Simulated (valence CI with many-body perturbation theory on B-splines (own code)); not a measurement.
**E1 transitions of Mg VIII**

Calculated by configuration interaction combined with many-body perturbation theory (CI+MBPT): three valence electrons over a frozen Dirac-Fock core [He], a basis of 11 s, 11 p, 9 d, 7 f, 5 g, 2 h, 1 i functions for each j, with the one-electron correlation potential Σ1, the two-electron term Σ2, the three-electron term Σ3, Breit, model QED; selected CI, second order for the rest, scaled by the run's own slope (own B-spline code, finite nucleus).

No measured levels were compared; by estimate levels hold to about 100 cm⁻¹ or 0.05 % of their energy and the worst to 300 or 400 cm⁻¹, as in measured light ions of charge 2 to 7.

Lines 201 to 250 of 259 in falling wavelength, among levels below 1612500 cm⁻¹, chosen from the strongest by gf and those to the six lowest levels. Wavelengths and rates use the calculated energies, so an error of 200 cm⁻¹ moves a line at 7.383 nm by 0.015 % and its rate by three times that or more. Electric multipoles are in the length gauge, E1 and E2 with the static RPA response of the core. Weak lines are less certain than strong ones. Lines between different terms over intervals too small for the method are left out, as are lines whose strength nearly cancels. The highest levels of a list are the least certain.

Letters in brackets count levels of one name in rising energy.

```tsv
λ vac (nm)	Upper	Lower	A (s⁻¹)	S (a.u.)
7.383	2s2p3s ²P°_3/2 [b]	2s2p² ⁴P_5/2	7.34e+07	5.83e-05
7.380	2s2p3d ⁴P°_1/2	2s2p² ⁴P_1/2	3.70e+10	1.47e-02
7.374	2s2p3s ²P°_1/2 [b]	2s2p² ⁴P_3/2	1.45e+08	5.75e-05
7.374	2s2p3s ²P°_3/2 [b]	2s2p² ⁴P_3/2	6.92e+07	5.48e-05
7.368	2s2p3s ²P°_1/2 [b]	2s2p² ⁴P_1/2	1.44e+07	5.67e-06
7.367	2s2p3s ²P°_3/2 [b]	2s2p² ⁴P_1/2	1.01e+06	7.99e-07
7.325	2s2p3d ²F°_7/2 [b]	2s2p² ²D_5/2	3.10e+11	4.80e-01
7.324	2s2p3d ²F°_5/2 [b]	2s2p² ²D_3/2	3.01e+11	3.50e-01
7.324	2s2p3d ²F°_5/2 [b]	2s2p² ²D_5/2	2.12e+10	2.47e-02
7.288	2s2p3d ²F°_5/2 [a]	2s2p² ⁴P_5/2	2.83e+06	3.24e-06
7.277	2s2p3d ²F°_7/2 [a]	2s2p² ⁴P_5/2	1.16e+07	1.77e-05
7.270	2s2p3d ²D°_3/2 [b]	2s2p² ²D_3/2	5.16e+10	3.92e-02
7.270	2s2p3d ²D°_3/2 [b]	2s2p² ²D_5/2	5.27e+09	4.00e-03
7.268	2s2p3d ²D°_5/2 [b]	2s2p² ²D_5/2	4.91e+10	5.58e-02
7.244	2s2p3d ²P°_3/2	2s2p² ⁴P_5/2	7.39e+06	5.55e-06
7.236	2s2p3d ²P°_3/2	2s2p² ⁴P_3/2	4.55e+07	3.40e-05
7.230	2s2p3d ²P°_3/2	2s2p² ⁴P_1/2	5.87e+07	4.38e-05
7.229	2s2p3d ²P°_1/2	2s2p² ⁴P_3/2	9.62e+06	3.59e-06
7.223	2s2p3d ²P°_1/2	2s2p² ⁴P_1/2	1.64e+08	6.09e-05
7.118	2s2p3p ²P_1/2 [a]	2s²2p ²P°_3/2	4.00e+10	1.42e-02
7.113	2s2p3p ²P_3/2 [a]	2s²2p ²P°_3/2	1.09e+11	7.77e-02
7.105	2s2p3p ⁴D_1/2	2s²2p ²P°_3/2	8.85e+09	3.13e-03
7.102	2s2p3p ⁴D_3/2	2s²2p ²P°_3/2	1.80e+10	1.27e-02
7.101	2s2p3p ²P_1/2 [a]	2s²2p ²P°_1/2	9.08e+10	3.21e-02
7.098	2s2p3p ⁴D_5/2	2s²2p ²P°_3/2	2.87e+06	3.03e-06
7.096	2s2p3p ²P_3/2 [a]	2s²2p ²P°_1/2	2.61e+10	1.84e-02
7.088	2s2p3p ⁴D_1/2	2s²2p ²P°_1/2	2.02e+10	7.11e-03
7.086	2s2p3p ⁴D_3/2	2s²2p ²P°_1/2	4.50e+09	3.16e-03
7.039	2s2p3p ⁴S_3/2	2s²2p ²P°_3/2	5.80e+08	4.00e-04
7.023	2s2p3p ⁴S_3/2	2s²2p ²P°_1/2	1.54e+08	1.06e-04
6.997	2s2p3p ⁴P_1/2	2s²2p ²P°_3/2	4.22e+07	1.43e-05
6.993	2s2p3p ⁴P_3/2	2s²2p ²P°_3/2	1.06e+08	7.15e-05
6.988	2s2p3p ⁴P_5/2	2s²2p ²P°_3/2	8.76e+08	8.85e-04
6.981	2s2p3p ⁴P_1/2	2s²2p ²P°_1/2	9.89e+07	3.32e-05
6.976	2s2p3p ⁴P_3/2	2s²2p ²P°_1/2	6.57e+07	4.40e-05
6.958	2s2p3p ²D_3/2 [a]	2s²2p ²P°_3/2	3.18e+10	2.11e-02
6.948	2s2p3p ²D_5/2 [a]	2s²2p ²P°_3/2	1.68e+11	1.67e-01
6.942	2s2p3p ²D_3/2 [a]	2s²2p ²P°_1/2	1.37e+11	9.07e-02
6.860	2s2p3p ²S_1/2 [a]	2s²2p ²P°_3/2	1.16e+11	3.71e-02
6.845	2s2p3p ²S_1/2 [a]	2s²2p ²P°_1/2	5.37e+10	1.70e-02
6.826	2s2p3d ²F°_7/2 [b]	2s2p² ⁴P_5/2	1.08e+07	1.36e-05
6.826	2s2p3d ²F°_5/2 [b]	2s2p² ⁴P_5/2	8.30e+05	7.82e-07
6.818	2s2p3d ²F°_5/2 [b]	2s2p² ⁴P_3/2	1.28e+06	1.20e-06
6.777	2s2p3d ²D°_5/2 [b]	2s2p² ⁴P_5/2	1.50e+06	1.39e-06
6.771	2s2p3d ²D°_3/2 [b]	2s2p² ⁴P_3/2	1.64e+06	1.00e-06
6.770	2s2p3d ²D°_5/2 [b]	2s2p² ⁴P_3/2	4.06e+06	3.73e-06
6.766	2s2p3d ²D°_3/2 [b]	2s2p² ⁴P_1/2	1.24e+06	7.55e-07
6.471	2s2p3p ²D_3/2 [b]	2s²2p ²P°_3/2	8.56e+09	4.58e-03
6.470	2s2p3p ²D_5/2 [b]	2s²2p ²P°_3/2	1.86e+10	1.50e-02
6.466	2s2p3p ²P_1/2 [b]	2s²2p ²P°_3/2	2.18e+10	5.81e-03
```
